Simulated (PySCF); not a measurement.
**`COC(C)(C)[C@@H](F)[S@](=O)[O-]`: 4 charge schemes on one density**

C₅H₁₀FO₃S (charge -1).
Structure used (GFN2-xTB), in Å, numbered top down from 1:
```
atom  x, y, z in Å
C1    -2.3574   -0.6957   -0.2546
O2    -1.4763   -0.1599    0.6903
C3    -0.1390    0.1802    0.2320
C4     0.6039    0.5444    1.5163
C5    -0.1613    1.3787   -0.7177
C6     0.5855   -0.9807   -0.4210
F7     0.1055   -1.2385   -1.7114
S8     2.5541   -0.7755   -0.6305
O9     3.0086   -1.3875    0.6413
O10    2.7637    0.6981   -0.6467
H11   -3.3081   -0.8315    0.2660
H12   -2.5121   -0.0250   -1.1083
H13   -2.0218   -1.6671   -0.6341
H14    1.6085    0.8700    1.2652
H15    0.0712    1.3413    2.0309
H16    0.6657   -0.3232    2.1681
H17    0.8730    1.6465   -0.9232
H18   -0.6471    1.1286   -1.6586
H19   -0.6799    2.2156   -0.2527
H20    0.4582   -1.9081    0.1457
```

Density: PBE0/pcSseg-1 (PySCF); schemes: Mulliken, IAO, Hirshfeld and ESP-fitted. One conformer (not necessarily the lowest) at the GFN2-xTB geometry, without solvent, vibrations or thermal averaging. The pcSseg-1 basis has no diffuse functions, a weakness for an anion.

Q: Atoms with like bonding are taken together and averaged. For which atoms does the sign change between the 4 schemes (beyond +0.03 e in one, beyond −0.03 e in another)?

A: C3 and C6. Atomic charges aren't observables, and each scheme defines them in its own way.

Q: Do the Mulliken, IAO, Hirshfeld and ESP-fitted schemes agree on where the charge is lowest?

A: The schemes don't all agree: Mulliken O9 (-0.694); IAO O9 (-0.984); Hirshfeld O9 (-0.449); ESP-fitted C4 (-0.683).

Q: Tabulate the Mulliken, IAO, Hirshfeld and ESP-fitted charges.

A: In e; atoms taken as equivalent share a row and are averaged (×n: the atom named and its like, n in all):

| atom | environment | Mulliken | IAO | Hirshfeld | ESP-fitted |
| --- | --- | --- | --- | --- | --- |
| C1 | methoxy carbon | +0.009 | -0.194 | -0.062 | -0.112 |
| O2 | ether oxygen | -0.524 | -0.423 | -0.158 | -0.453 |
| C3 | sp3 carbon bound to oxygen | -0.196 | +0.215 | +0.073 | +0.696 |
| C4 | methyl carbon | -0.161 | -0.425 | -0.143 | -0.683 |
| C5 | methyl carbon | -0.179 | -0.445 | -0.152 | -0.348 |
| C6 | sp3 C–F carbon | +0.068 | -0.054 | -0.007 | -0.190 |
| F7 | alkyl fluorine | -0.368 | -0.354 | -0.139 | -0.231 |
| S8 | sulfur bonded to C and 2 O | +0.773 | +1.295 | +0.225 | +0.210 |
| O9 | oxygen bonded to S | -0.694 | -0.984 | -0.449 | -0.518 |
| O10 | oxygen bonded to S | -0.678 | -0.965 | -0.401 | -0.472 |
| H11/H12/H13 | methyl hydrogen | +0.077 | +0.120 | +0.023 | +0.067 |
| H14/H15/H16 | methyl hydrogen | +0.103 | +0.142 | +0.024 | +0.172 |
| H17/H18/H19 | methyl hydrogen | +0.104 | +0.140 | +0.020 | +0.075 |
| H20 | methine hydrogen | +0.096 | +0.128 | +0.014 | +0.161 |

Mean size of the charges over all atoms: IAO 0.334 e, ESP-fitted 0.251 e, Mulliken 0.230 e, Hirshfeld 0.101 e. Each set sums to the total charge, -1, to within 0.001 e. The Mulliken scheme gives each basis function's population to the atom it is centred on and halves the overlap population of two atoms between them. The IAO scheme counts the electrons in orthogonalised intrinsic atomic orbitals, a minimal basis polarised so that it spans the occupied orbitals exactly.

Some averages cover members that differ in this geometry: H14/H15/H16, ESP-fitted +0.139 to +0.230; H17/H18/H19, Mulliken +0.076 to +0.146; H14/H15/H16, Mulliken +0.075 to +0.137; H17/H18/H19, IAO +0.118 to +0.176 e.

Q: How closely do the schemes follow one another over all atoms?

A: Correlation coefficient and root-mean-square difference: IAO with Hirshfeld 0.95, 0.332 e; Mulliken with IAO 0.94, 0.204 e; Mulliken with Hirshfeld 0.91, 0.196 e; Hirshfeld with ESP-fitted 0.78, 0.220 e; IAO with ESP-fitted 0.75, 0.317 e; Mulliken with ESP-fitted 0.61, 0.285 e.

Q: How many electrons does the ESP-fitted scheme count on C1?

A: Z − q = 6 − (-0.112) = 6.112.

These values come from a run that also computed NMR shieldings. Hardware: an Arm Neoverse N1 with one thread, no GPU (shared host). Cost: 99 s wall, 1.0 GiB resident at most.
